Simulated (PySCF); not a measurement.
# A small calculation by hand: oscillator strength and radiative lifetime

C3H7B, SMILES C=CBC.

Geometry: B3LYP-D3(BJ)/def2-SVP. The structure was generated by enumeration, and PubChem lists no compound with its InChIKey, so it may never have been made. The values are those of a single conformer.

PySCF 2.14.0 with TDDFT-PBE/def2-SVPD puts the first singlet state with f over 0.02 at 5.71 eV (vertical), with the transition dipole (-0.616, 1.220, 0.000) in atomic units.

Problem. Find the oscillator strength, the wavelength and the radiative lifetime that this transition would have in vacuum if emission retraced absorption.

Solution. 
|μ|² = 1.8679 au, so |μ| = 3.47 D. ΔE = 5.71/27.211 = 0.2098 hartree. f = (2/3) ΔE |μ|² = 0.261 (the program prints 0.261).
λ = 1239.84/5.71 = 217 nm; ν = 46054 cm⁻¹.
Einstein's coefficient A = 0.6670 ν² f s⁻¹ (ν in cm⁻¹) = 3.7e8 s⁻¹, so τ = 1/A = 2.7 ns. This state is S3; the lower singlets have f = 0.001, 0.001. The figure is the radiative limit of this one transition; relaxation, internal conversion, crossing to triplets and a medium change what is measured.
